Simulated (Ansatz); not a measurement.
Ansatz (a quantum-chemistry and plane-wave program) input (MP2/6-31G*):

Ansatz 0.2 input:
```yaml
crystal:
  periodic: [false, false, false]
  atoms:
    - {symbol: Si, position_ang: [-0.96272697, 0.01639356, -0.05969868]}
    - {symbol: Cl, position_ang: [0.98761079, -0.01681728, 0.06124173]}
    - {symbol: H, position_ang: [-1.63462977, 1.31893689, -0.08644145]}
    - {symbol: H, position_ang: [-1.67657612, -1.26255284, -0.11888637]}
basis:
  gaussian:
    orbitals: 6-31G*
total_charge: 1
magnetization: {spin_polarized: false}
correlation: {method: mp2, electrons: outside_noble_gas}
```

Output:

```
WARN ansatz: RAYON_NUM_THREADS=1 ignored (pool sized by the plan → 1); use --threads N
Functional definition: HF
integrals: 0.01 GiB planned
394 factors; integrals over basis functions are off by at most 1.4e-3 eV
mean field: 0.08 GiB planned
mean field evaluation 1: about -20387.3205 eV, gradient 2.2e1 eV
mean field evaluation 2: about -20387.3310 eV, gradient 2.2e1 eV
mean field evaluation 4: about -20389.0072 eV, gradient 1.3e0 eV
mean field evaluation 8: about -20389.0176 eV, gradient 4.8e-4 eV
mean field -20389.01760455 eV, -749.2825767947 hartree, gradient 9.7e-7 eV, S^2 0.000000; 0 other end points of the search recorded, 0 dependent functions left out
10 core orbitals not correlated
reference -20389.01760455 eV, -749.2825767947 hartree; 6, 6 occupied and 26, 26 virtual orbitals, 394 factors
second order -5.28500543 eV of doubles, -0.00000000 eV of singles
Total energy: -20394.30260998 eV, -749.4767971620 hartree
```

The dipole moment of an ion depends on the origin.
